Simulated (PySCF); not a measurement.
Gas-phase reaction: CSe2 + 5 CO2 → 2 SeO2 + 6 CO

Energies from PySCF, thermal terms from the rigid-rotor harmonic-oscillator model, ideal gas at 1 bar. † marks an energy on the PBE0/def2-TZVP geometry and frequencies; other levels use their own. All species are closed-shell singlets. B3LYP is the form with VWN-RPA correlation. Se: all electrons, no relativistic terms.

B3LYP/def2-TZVP† gives ΔH°(298 K) = 965 kJ.

Question: What do r2SCAN/def2-TZVP†, HF/def2-TZVP†, PBE0/def2-TZVP give?

Answer: r2SCAN/def2-TZVP†: 1065 kJ; HF/def2-TZVP†: 858 kJ; PBE0/def2-TZVP: 1071 kJ. For scale, ΔH°(298 K) is 965 kJ at this level, 878 kJ at ωB97M-V/def2-TZVP†, and runs from 826 to 2012 kJ over the 20 levels computed.
